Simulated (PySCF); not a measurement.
A structure optimised at PBE-D3(BJ)/def2-TZVP, used in a PySCF frequency run:

```xyz
3

Hg     0.0000     0.0000     0.0000
Cl     0.0000     0.0000    -2.2752
Cl     0.0000     0.0000     2.2752
```

Q: Write its SMILES, formula and point group.

A: [Cl][Hg][Cl], Cl2Hg, D∞h

Q: What are its rotational constants (standard atomic weights)?

A: 1.3770 GHz (linear rotor, B only)
